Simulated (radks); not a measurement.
The numbers below are computed, except where a source is named.
Effect of the nuclear size on the thulium ion Tm2+, [Xe] 4f13. Code: a radial shooting solver on a logarithmic mesh with Libxc functionals. Model: Dirac Kohn-Sham, LDA (Slater exchange, Perdew-Wang correlation), spin-unpolarised, spherical densities, finite nucleus; open shells are shared between the two j in proportion to 2j + 1; Fermi nuclear charge, rms radius 5.2256 fm. The rms radius is varied about that value; shifts are against it.

rms radius (fm),total energy shift (eV),density at nucleus (e/bohr^3),1s1/2 shift (meV),2s1/2 shift (meV),4p1/2 shift (meV),5s1/2 shift (meV),4f7/2 shift (meV),6s1/2 (empty) shift (meV)
4.6038,-7.82,9.822e+05,-3200,-431,-0.060,-3.59,0.306,-0.503
5.0166,-2.71,9.574e+05,-1110,-149,-0.021,-1.24,0.106,-0.174
5.2256,0,9.458e+05,0.000,0.000,0.000,0.000,0.000,0.000
5.398,2.29,9.367e+05,937,126,0.018,1.05,-0.090,0.147
5.9467,9.93,9.1e+05,4060,547,0.079,4.55,-0.389,0.638

Slopes of the eigenvalues against <r^2> in GHz/fm^2, as finite differences over the two radii next to the reference (eigenvalue slopes, not the field-shift constants of lines): 1s1/2 124000, 2s1/2 16800, 4p1/2 2.37, 5s1/2 140, 4f7/2 -11.9, 6s1/2 (empty) 19.6.
